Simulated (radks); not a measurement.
Problem. These are the eigenvalues of the occupied orbitals of an atom or ion with whole-number occupations (hartree). Method: Dirac Kohn-Sham, PBE, spin-unpolarised, spherical densities, point nucleus; computed with a radial shooting solver on a logarithmic mesh with Libxc functionals.

1s1/2: -2323.033
2s1/2: -396.6801
2p1/2: -378.6514
2p3/2: -337.5821
3s1/2: -91.30949
3p1/2: -83.34467
3p3/2: -74.58542
3d3/2: -61.08498
3d5/2: -59.17318
4s1/2: -19.62500
4p1/2: -16.38185
4p3/2: -14.38294
4d3/2: -9.05359
4d5/2: -8.68753
5s1/2: -3.87668
5p1/2: -2.94387
5p3/2: -2.66056
4f5/2: -2.14352
4f7/2: -2.08433

Which element is it, and in what charge state? The configuration may be excited. Open shells, if any, fill j = l - 1/2 first.

Solution. Z = 71, lutetium, charge +4: Lu4+ in [Xe] 4f13. The list shows which subshells hold electrons but not how many an open one holds; the 1s level, -2323 hartree, gives Z - s = 68.2 by -(Z - s)^2/2, which with screening and relativity narrows Z to a few neighbours, and the depths of the outer levels then fix element, charge and occupations together.
